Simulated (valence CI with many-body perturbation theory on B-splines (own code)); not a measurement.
## Which ion has this spectrum?

A relativistic CI+MBPT calculation for an atom or ion with 14 electrons gives these levels (cm⁻¹):

```tsv
J	Parity	E	g
0	even	0	
1	even	11840	1.50
2	even	22690	1.44
2	even	55075	1.06
0	even	101372	
2	odd	233892	1.99
1	odd	310840	0.54
2	odd	311046	1.19
3	odd	314882	1.33
0	odd	356024	
1	odd	357048	1.46
2	odd	357907	1.45
2	odd	392003	1.03
1	odd	446742	1.76
```

The energies are calculated, with errors of perhaps 200 cm⁻¹, more in some levels.

Problem. Which is it?
A. Co13+
B. Ni14+
C. Mn11+
D. Fe12+

Solution. A. Co13+, ground level 3s²3p² ³P_0.
